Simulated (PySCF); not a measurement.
**Broadened absorption spectrum of NbSF3**

Species: NbSF3 (singlet state).
SMILES: `[F][Nb]([F])([F])=[S]`

Computed, not measured: PySCF 2.14.0, density-fitted response routines, TDDFT wB97X-D/def2-SVPD, vertical, gas phase, core orbitals frozen in the response, def2 core potentials past Kr. Geometry: PBE0-D3(BJ)/def2-SVP; no solvent, vibrations or thermal averaging. Spin–orbit coupling is left out.

Broadening: Gaussians 0.4 eV wide at half height, area fixed by f = 4.319×10⁻⁹ ∫ε dν̃. The width is an assumption, not a result. The curve ends short of the highest state used, and states not computed would add to its high-energy end.

```tsv
E (eV)	ε (L mol⁻¹ cm⁻¹)
3.23	0
3.28	0
3.32	0
3.37	0
3.42	0
3.46	0
3.51	0
3.56	1
3.60	1
3.65	3
3.70	7
3.74	12
3.79	22
3.84	39
3.89	62
3.93	85
3.98	115
4.03	144
4.07	162
4.12	173
4.17	171
4.21	161
4.26	143
4.31	128
4.35	129
4.40	160
4.45	239
4.49	347
4.54	546
4.59	809
4.64	1109
4.68	1347
4.73	1593
4.78	1736
4.82	1757
4.87	1670
```

Q: Where are the band maxima, and which computed states make them?

A: 300 nm (4.14 eV), ε about 170, made up of S2 (49%) and S3 (50%); 258 nm (4.81 eV), ε about 1800, made up of S4 (95%) (ε in L mol⁻¹ cm⁻¹; maxima over ε = 5, shares over 10%). The states used: S1 3.83 eV (f 0.0000); S2 4.13 eV (f 0.0013); S3 4.13 eV (f 0.0013); S4 4.80 eV (f 0.025); S5 4.98 eV (f 0.0010); S6 4.98 eV (f 0.0010); S7 5.33 eV (f 0.011); S8 5.33 eV (f 0.011); S9 5.47 eV (f 0.0000).

Q: What would ε be at 4.81 eV, the highest of these maxima, with half the width (0.2 eV)?

A: About 3330 L mol⁻¹ cm⁻¹ against 1760, a factor of about 1.9; a lone state at its own centre would give exactly 2.

Q: On this curve, what absorbance would a 10⁻³ mol/L sample give at 266 nm over a 1 cm path?

A: 266 nm is 4.661 eV, where ε is about 1200 L mol⁻¹ cm⁻¹, so A = ε c l ≈ 1.2 (Beer–Lambert, with the gas-phase spectrum and the assumed width).

Q: Coming from long wavelengths, where does ε first pass 100 L mol⁻¹ cm⁻¹?

A: At about 313 nm (3.96 eV), 0.13 eV above S1.

All these states lie below the vertical ionisation energy of 10.92 eV (ΔSCF).
